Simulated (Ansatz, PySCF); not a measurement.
Gas-phase reaction (SMILES): N[Si](N)(N)O + F (HF) -> N[Si](N)(N)F + O (H2O); hydrogen fluoride cleaves one Si-O bond, a model of a ligand-exchange step.

Structures are relaxed separately at B3LYP-D3(BJ)/def2-TZVP in Ansatz (a program for electronic structure), one conformer each, not searched for the lowest. Correlated levels leave the core frozen unless marked. No spin-orbit coupling. Non-relativistic. Basis-set limits of correlation are two-point, X^-3; Hartree-Fock from the larger set. [CCSD(T)-MP2]/basis is that difference in the basis named. Thermal terms are rigid-rotor harmonic-oscillator values from B3LYP-D3(BJ) frequencies (Ansatz or PySCF) at 298.15 K and 1 atm. 1 Eh = 627.5095 kcal/mol.

```json
[
 {"species": "N[Si](N)(N)O", "E, RI-MP2/CBS(cc-pV(T+d)Z,cc-pV(Q+d)Z)+[CCSD(T)-MP2]/cc-pV(T+d)Z (Ansatz) (Eh)": "-532.73985", "E, wB97X-V/def2-TZVPD (Ansatz) (Eh)": "-533.34795", "H - E (Eh)": "0.10285", "G - E (Eh)": "0.06339"},
 {"species": "F (HF)", "E, RI-MP2/CBS(cc-pV(T+d)Z,cc-pV(Q+d)Z)+[CCSD(T)-MP2]/cc-pV(T+d)Z (Ansatz) (Eh)": "-100.39237", "E, wB97X-V/def2-TZVPD (Ansatz) (Eh)": "-100.45520", "H - E (Eh)": "0.01259", "G - E (Eh)": "-0.00713"},
 {"species": "N[Si](N)(N)F", "E, RI-MP2/CBS(cc-pV(T+d)Z,cc-pV(Q+d)Z)+[CCSD(T)-MP2]/cc-pV(T+d)Z (Ansatz) (Eh)": "-556.77385", "E, wB97X-V/def2-TZVPD (Ansatz) (Eh)": "-557.38767", "H - E (Eh)": "0.09094", "G - E (Eh)": "0.05192"},
 {"species": "O (H2O)", "E, RI-MP2/CBS(cc-pV(T+d)Z,cc-pV(Q+d)Z)+[CCSD(T)-MP2]/cc-pV(T+d)Z (Ansatz) (Eh)": "-76.37659", "E, wB97X-V/def2-TZVPD (Ansatz) (Eh)": "-76.43464", "H - E (Eh)": "0.02495", "G - E (Eh)": "0.00353"}
]
```

Problem. Work out ΔE and ΔH, ΔG, ΔS and the equilibrium constant at 298.15 K at the first level, then ΔH at the second.

Solution. 
1. ΔE = [(-556.77385) + (-76.37659)] - [(-532.73985) + (-100.39237)] = -0.01822 Eh = -11.4 kcal/mol at RI-MP2/CBS(cc-pV(T+d)Z,cc-pV(Q+d)Z)+[CCSD(T)-MP2]/cc-pV(T+d)Z.
2. The terms H - E add up to 0.00045 Eh, so ΔH = (-0.01822 + (0.00045))×627.5095 = -11.2 kcal/mol.
3. The terms G - E add up to -0.00081 Eh, so ΔG = -11.9 kcal/mol, and ΔS = (0.00045 - (-0.00081))×627509.5/298.15 = 2.7 cal/(mol K).
4. log10 K = -ΔG/(RT ln 10) = 8.7, with RT ln 10 = 1.3642 kcal/mol.
5. At wB97X-V/def2-TZVPD the same steps give ΔE = -12.0 and ΔH = -11.7 kcal/mol, a shift of -0.5 from the first level.
6. These values are not checked against measurement here, since the tables used lack a sound gas-phase enthalpy of formation for at least one species.
